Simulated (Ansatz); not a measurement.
The lowest singlet and triplet of CHBr (SMILES [CH]Br); geometries from B3LYP-D3(BJ)/def2-TZVP, each state relaxed from the structure named, with no frequency check.
Singlet (charge 0, multiplicity 1):
```xyz
3

C     -1.42775     0.60633     0.00000
Br     0.30285    -0.09473     0.00000
H     -2.03316    -0.32254     0.00000
```

A positive gap puts the triplet lower; no zero-point energy. R- takes a restricted singlet. U- takes an unrestricted singlet (broken symmetry where lower, unprojected). The triplet is unrestricted in single-reference levels.

Cores are frozen in the correlated methods. Filled d and f shells under p-block atoms count as core.

Programs: Ansatz (a quantum-chemistry and plane-wave program) with Gaussian orbitals. Values without a source in brackets are computed.

Question: Predict the gap E(singlet) − E(triplet), vertical, at the singlet's geometry from R-MP2/cc-pVDZ.

Answer: -0.34 eV

Question: What gap E(singlet) − E(triplet), vertical, at the singlet's geometry does R-SVWN5/def2-TZVPP give?

Answer: -0.48 eV

Question: What is the computed gap E(singlet) − E(triplet), vertical, at the singlet's geometry (U-CCSD(T)/cc-pVQZ (spin-contaminated))?

Answer: -0.54 eV

Doubts at one or more of the structures used: a restricted determinant that unrestricted orbitals would lower (R-SVWN5/def2-TZVPP, R-MP2/cc-pVDZ); T1 above 0.05 (U-CCSD(T)/cc-pVQZ (spin-contaminated)).
